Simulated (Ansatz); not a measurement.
Cost and result for the atomization energy of B$_{2}$H$_{7}$NSSi (12 atoms, 13 bonds).

```xyz
12

B    -0.1199    1.4803    0.0582
B     1.2499    0.6887   -0.3440
Si   -0.3106   -0.3804    0.7974
N     0.8378   -0.7665   -0.6938
S    -2.1396   -1.4592    0.6246
H    -0.2525    2.5148    0.6385
H    -1.0572    1.1288   -0.6597
H     2.4067    0.8070   -0.0598
H     0.3918   -1.1557    1.8569
H     1.5212   -1.5126   -0.6623
H     0.2521   -0.8624   -1.5165
H    -2.7796   -0.4827   -0.0397
```

Total charge 0; spin multiplicity 1. The bonds changed during the relaxation, so this is another structure than the one it started from. Geometry: relaxed with PBE0-D4/def2-TZVP. It is one conformer, not always the lowest. Program: Ansatz. All runs use 4 threads of a server CPU on a shared host. Times are those of one run each, without the atoms' runs, and a repeat can differ threefold. Electronic energies, without spin–orbit coupling; frozen cores. CCSD(T)/CBS adds CCSD(T) − MP2 in def2-TZVPP to the MP2 limit, and its time is that of the two runs behind it. T1 = 0.014.

CCSD(T)/CBS is a level of theory with its own doubt, some kJ/mol a heavy atom from the limit and from the frozen cores, so smaller differences don't rank the functionals.

```tsv
level	functions	wall time	atomization (kJ/mol)	difference from CCSD(T)/CBS	per bond
LDA (SPW92)/def2-TZVPP	275	1.6 s	4591.8	599.6	46.1
BLYP-D4/def2-TZVPP	275	3.1 s	3996.5	4.3	0.3
PBE-D4/def2-TZVPP (with forces)	275	3.3 s	4090.9	98.7	7.6
PBE0-D4/def2-TZVPP	275	3.9 s	4036.7	44.5	3.4
CCSD(T)/def2-SVP	113	5.5 s	3736.6	-255.6	-19.7
r2SCAN-D4/def2-TZVPP (with forces)	275	6.5 s	4047.7	55.5	4.3
r2SCANh-D4/def2-TZVPP	275	7 s	4026.8	34.6	2.7
B2PLYP/def2-TZVPP	275	7.5 s	3956.6	-35.6	-2.7
ωB97X-V/def2-TZVPP	275	11 s	4034.1	41.9	3.2
B97M-V/def2-TZVPP	275	13 s	4063.2	71.0	5.5
MP2/def2-QZVPP	521	32 s	3996.1	3.9	0.3
CCSD(T)/def2-TZVPP	275	3.2 min	3883.2	-109.0	-8.4
CCSD(T)/CBS(def2)	–	3.7 min	3992.2	0.0	0.0
```

From PBE to PBE0 (25 % exact exchange), in def2-TZVPP and without D4, the atomization energy moves by −49.7 kJ/mol: exact exchange takes away binding that semilocal exchange gives to molecules. At CCSD(T), def2-SVP lies −255.6 kJ/mol from the extrapolated value and def2-TZVPP −108.9 kJ/mol: correlation converges slowly with the basis, and small sets miss more of it in the bonded molecule than in its fragments. In def2-TZVPP, CCSD(T) changes the Hartree–Fock value by +980.2 kJ/mol (the triples alone add +64.4 kJ/mol) and MP2 by +1028.9 kJ/mol; breaking electron pairs costs correlation energy, which Hartree–Fock lacks.
